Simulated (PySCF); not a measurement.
2,3-dihydro-1,4-oxaselenine (C4H6OSe), SMILES C1=C[Se]CCO1. Geometry: B3LYP-D3(BJ)/def2-SVP. One conformer was computed; it need not be the lowest.

Level of theory: B3LYP-D3(BJ)/def2-SVP in PySCF.

Harmonic wavenumbers (cm⁻¹): 117, 272, 301, 442, 470, 584, 600, 716, 757, 850, 910, 953, 988, 1023, 1109, 1184, 1229, 1267, 1321, 1356, 1402, 1435, 1474, 1682, 3030, 3075, 3099, 3144, 3182, 3220. Rotational constants (GHz): 4.575, 2.016, 1.463; symmetry number 1.

Question: Work out the zero-point energy and the ideal-gas rigid-rotor harmonic-oscillator thermochemistry at 298.15 K and 1 atm.

Answer: ZPE = ½ Σ hcν = ½ × 41188 cm⁻¹ = 246.36 kJ/mol. H − E(el) = 264.07 kJ/mol. Entropy in J/(mol K): translation 171.16, rotation 115.34, vibration 42.00, total 328.50. G − E(el) = 166.13 kJ/mol. Cp = 97.30 J/(mol K). Modes under 150 cm⁻¹ make the vibrational entropy uncertain.
